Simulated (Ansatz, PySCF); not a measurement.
Caution: the restricted solution is unstable towards spin-unrestricted or complex orbitals, so a lower solution exists and this singlet may not be the ground state. This singlet is an excited state, 0.49 eV above the relaxed triplet at the level B3LYP/cc-pVTZ // B3LYP-D3(BJ)/def2-TZVP (Ansatz, an electronic-structure program).

B3LYP has the VWN-RPA correlation part, as in Gaussian. 

```xyz
8

C      2.5675     0.1438    -0.2559
C      1.2337     0.0766    -0.1683
C      0.0044    -0.0424    -0.2307
C     -1.4227    -0.1735    -0.3631
H      3.0527     0.5160     0.6541
H     -1.9389    -0.2863     0.5936
H     -1.7073    -0.9882    -1.0353
H     -1.7894     0.7539    -0.8203
```

Charge 0, multiplicity 1.

### Question
Give the Mulliken and meta-Löwdin atomic charges from B3LYP-D3(BJ)/def2-TZVP (PySCF).

### Answer

```tsv
atom	Mulliken (e)	meta-Löwdin (e)
C1	-0.34	-0.23
C2	0.08	-0.05
C3	0.02	0.02
C4	-0.36	-0.32
H5	0.14	0.14
H6	0.15	0.14
H7	0.15	0.14
H8	0.16	0.17
```
